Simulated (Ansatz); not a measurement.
```yaml
crystal:
  periodic: [false, false, false]
  atoms:
    - {symbol: N, position_ang: [1.701374, -1.068412, 1.265963]}
    - {symbol: C, position_ang: [0.876849, -0.554347, 0.644024]}
    - {symbol: Ga, position_ang: [-0.517484, 0.313895, -0.405603]}
    - {symbol: H, position_ang: [-1.747173, -0.563768, -0.764508]}
    - {symbol: H, position_ang: [-0.263566, 1.799032, -0.781276]}
basis:
  gaussian: {orbitals: cc-pVTZ}
hamiltonian: {xc: {name: r2SCAN}}
kpoints: {mp_grid: {grid: [2, 2, 2]}}
output: {forces: true}
```

```sh
$ ansatz run in.yaml --threads 4 --pin off --events-out ev --progress --plain --max-ram 10444MiB
```

It prints (some lines left out):

```
Error: invalid value for `basis.gaussian`: such a run doesn't read kpoints; remove what it names
```

Question: Something in this input is off. What?

Answer: The input holds a key that doesn't belong there. The program refused the input.
